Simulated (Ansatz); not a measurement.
Gas-phase electronic energies from Ansatz, PBE0-D4/def2-TZVP geometries. CCSD(T)/CBS adds triple-zeta CCSD(T) − MP2 to the extrapolated MP2 energy (def2 sets, frozen cores). This one scheme is used for every species. DFT in def2-TZVPP. For Ge outer-core shells are correlated without core-valence functions, which leaves a few kJ/mol of doubt a bond. Scalar relativity is left out up to krypton. Each species was taken in one conformer, which may not be the lowest.

`[BH2][GeH2][SiH2]C` + `O[SiH2]F` → `[BH2][GeH2][O][SiH2]F` + `C[SiH3]`  (cleavage of the Ge–Si bond)

`[BH2][GeH2][SiH2]C`:

```xyz
13

B     1.366    1.752    0.886
Ge    0.500    0.019    1.518
Si   -1.171   -0.516   -0.117
C    -0.396   -0.861   -1.790
H     2.252    1.732    0.083
H     0.940    2.812    1.236
H     1.473   -1.177    1.561
H    -0.195    0.124    2.888
H    -2.132    0.618   -0.217
H    -1.928   -1.707    0.359
H     0.135    0.018   -2.163
H     0.318   -1.684   -1.722
H    -1.162   -1.132   -2.521
```

`O[SiH2]F`:

Z-matrix (Å, degrees):
```
Si
F 1 1.596
O 1 1.630 2 111.0
H 1 1.482 2 106.0 3 121.4
H 1 1.474 2 108.2 3 -116.3
H 3 0.958 1 119.1 2 71.8
```

`[BH2][GeH2][O][SiH2]F`:

```xyz
11

B     1.066   -1.509   -1.812
Ge    0.372   -1.016    0.053
O    -0.224    0.669    0.028
Si   -0.928    1.739    1.005
F    -1.240    3.051    0.156
H     1.029   -0.730   -2.713
H     1.517   -2.600   -1.995
H    -0.810   -1.898    0.511
H     1.468   -1.082    1.138
H    -0.025    2.141    2.110
H    -2.225    1.235    1.520
```

`C[SiH3]`:

Cartesian coordinates in Å:
```
C 0.253 0.123 0.946
Si -0.227 -0.110 -0.847
H -0.617 0.016 1.597
H 0.680 1.115 1.108
H 0.996 -0.620 1.248
H -0.810 -1.461 -1.065
H 0.961 0.033 -1.732
H -1.236 0.904 -1.257
```

| level | ΔE (kcal/mol) |
| --- | --- |
| B2PLYP | -4.5 |
| PBE | 1.5 |
| CCSD/def2-TZVPP | -4.6 |
| MP2/CBS(def2) | -2.5 |

Task: What does CCSD(T)/CBS give? (Best estimate.)

Result: Computed: -2.5 kcal/mol. The listed levels differ from it by -2.0, 4.0, -2.1, 0.0 kcal/mol.

Largest T1 diagnostic among the species: 0.012.

In def2-TZVPP, CCSD(T) changes the Hartree–Fock value by +7.8 kcal/mol (the triples alone add +0.9 kcal/mol) and MP2 by +7.8 kcal/mol. From PBE to PBE0 (25 % exact exchange), in def2-TZVPP and without D4, ΔE moves by −1.5 kcal/mol.

CCSD(T)/CBS has its own doubt, a few kJ/mol and more with outer-core shells, so smaller differences from it don't rank the levels.
